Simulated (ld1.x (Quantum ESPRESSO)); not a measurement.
**Cutoff test, copper, RRKJ**

ld1.x (Quantum ESPRESSO) 7.5 input, shortened:

```
&input
   title='Cu', zed=29., rel=1, dft='PZ', iswitch=3,
   config='[Ar] 3d10 4s0 4p1 4f-2'
 /
 &inputp
   pseudotype=2, tm=.false., lloc=0,
   nlcc=.true.
 /
4
4P  2  1   1.00   0.00  2.40  2.40  0.0
3D  3  2  10.00   0.00  1.10  1.10  0.0
4F  4  3  -2.00  -0.05  2.30  2.30  0.0
4S  1  0   0.00   0.00  1.75  1.75  0.0
 &test
   configts(1)='3d10 4s0 4p1'
 /
```

The pseudo-atom Hamiltonian at the reference potential is diagonalised in spherical Bessel functions j_l(qr) that vanish at 20 bohr, with q² up to the cutoff. All-electron valence levels (Ry): 4p -0.1364, 3d -0.5441, 4s -0.4644.

Question: How do the lowest levels (Ry) of each channel move with the cutoff, and are there ghosts?

Answer:

```
cutoff (Ry)     p #1    p #2     d #1    d #2    f #1     s #1  Σ f·Δε (mRy)
          8  -0.1323  0.0212   0.0289  0.1159  0.0887  -0.4572        5735.1
         15  -0.1359  0.0202   0.0289  0.1159  0.0887  -0.4608        5731.5
         21  -0.1363  0.0201   0.0289  0.1159  0.0887  -0.4628        5730.9
         35  -0.1364  0.0201   0.0288  0.1154  0.0887  -0.4642        5729.6
         45  -0.1364  0.0201   0.0286  0.1146  0.0887  -0.4642        5727.2
         60  -0.1364  0.0201   0.0271  0.1091  0.0887  -0.4644        5712.6
         90  -0.1364  0.0201  -0.3562  0.0319  0.0887  -0.4644        1880.1
        110  -0.1364  0.0201  -0.5076  0.0312  0.0887  -0.4644         365.9
        160  -0.1364  0.0201  -0.5436  0.0311  0.0887  -0.4644           5.4
        200  -0.1364  0.0201  -0.5441  0.0311  0.0887  -0.4644           1.1
        300  -0.1364  0.0201  -0.5442  0.0311  0.0887  -0.4644           0.1
        400  -0.1364  0.0201  -0.5442  0.0311  0.0887  -0.4644           0.0
```

Result: no extra level below or beside the all-electron valence levels (p, d, f, s tested); 10 mRy is reached at 140 Ry and 1 mRy at 230 Ry.

Its largest configuration-test error is -4115 meV.
